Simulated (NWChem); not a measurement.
System: Si$_{2}$H$_{2}$ClF$_{3}$; SMILES F[Si](F)(F)[SiH2]Cl

The following NWChem deck was run.

```
start job
memory heap 200 mb stack 700 mb global 900 mb
geometry units angstroms
  Si    -0.963933    -0.230892    -0.137338
  F     -1.777686    -1.392932    -0.855187
  F     -1.613973     1.073874    -0.763261
  F     -1.585090    -0.239555     1.330708
  Si     1.291178    -0.507321    -0.344528
  Cl     2.312271     0.946733     0.584029
  H      1.693106    -1.790350     0.253564
  H      1.665395    -0.530211    -1.755446
end
basis spherical
  * library def2-svp
end
dft
  xc xpbe96 cpbe96
  disp vdw 4
  iterations 150
end
driver
  maxiter 120
end
task dft optimize
task dft freq
```

The level has its own optimisation; frequencies are unscaled.

**Question.** Give the results of this calculation. (PBE-D3(BJ)/def2-SVP.) Quantities: r F–Si (Å); r Si–Si (Å); r Cl–Si (Å); r H–Si (Å); highest harmonic frequency (cm⁻¹); lowest (cm⁻¹); zero-point energy (kcal/mol); dipole (D).

**Answer.** 
* **r F–Si (Å)**: 1.622
* **r Si–Si (Å)**: 2.337
* **r Cl–Si (Å)**: 2.080
* **r H–Si (Å)**: 1.500
* **highest harmonic frequency (cm⁻¹)**: 2193
* **lowest (cm⁻¹)**: 35
* **zero-point energy (kcal/mol)**: 17.4
* **dipole (D)**: 1.80
